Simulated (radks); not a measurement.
Task: Ho VI, configuration [Kr] 4d10 4f9 5s2 5p5 (the NIST ground configuration). All-electron calculation, Dirac Kohn-Sham, PBEsol, spin-unpolarised, spherical densities, point nucleus; open shells fill j = l - 1/2 first. Program: a radial shooting solver on a logarithmic mesh with Libxc functionals. Some entries of the table are withheld. Estimate them.

| orbital | occ. | eigenvalue (eV) | <1/r> (bohr^-1) | r(max) (bohr) |
|---|---|---|---|---|
| 1s1/2 | 2 | -55485.84 | 76.06 | 0.01311 |
| 2s1/2 | 2 | -9335.984 | 18.25 | 0.07481 |
| 2p1/2 | 2 | -8889.332 | 18.22 | 0.05625 |
| 2p3/2 | 4 | -8032.953 | 15.88 | 0.06238 |
| 3s1/2 | 2 | -2141.829 | 6.672 | 0.2116 |
| 3p1/2 | 2 | -1946.471 | 6.588 | 0.1990 |
| 3p3/2 | 4 | -1767.663 | 5.990 | 0.2119 |
| 3d3/2 | 4 | -1432.644 | 5.874 | (1) |
| 3d5/2 | 6 | -1393.577 | 5.728 | (2) |
| 4s1/2 | 2 | -480.5842 | 2.798 | 0.4839 |
| 4p1/2 | 2 | -402.9656 | 2.691 | 0.4864 |
| 4p3/2 | 4 | -362.5045 | 2.486 | 0.5136 |
| 4d3/2 | 4 | (3) | 2.270 | 0.5169 |
| 4d5/2 | 6 | (4) | 2.220 | 0.5256 |
| 5s1/2 | 2 | -112.9908 | 1.107 | 1.106 |
| 5p1/2 | 2 | -90.0830 | 1.003 | 1.189 |
| 5p3/2 | 3 | -83.6826 | 0.9379 | 1.259 |
| 4f5/2 | 6 | -72.8827 | 1.741 | 0.5115 |
| 4f7/2 | 3 | -71.7516 | 1.722 | 0.5162 |

Result: 
(1) 3d3/2 r(max) (bohr): 0.1675
(2) 3d5/2 r(max) (bohr): 0.1711
(3) 4d3/2 eigenvalue (eV): -234.5769
(4) 4d5/2 eigenvalue (eV): -227.1787
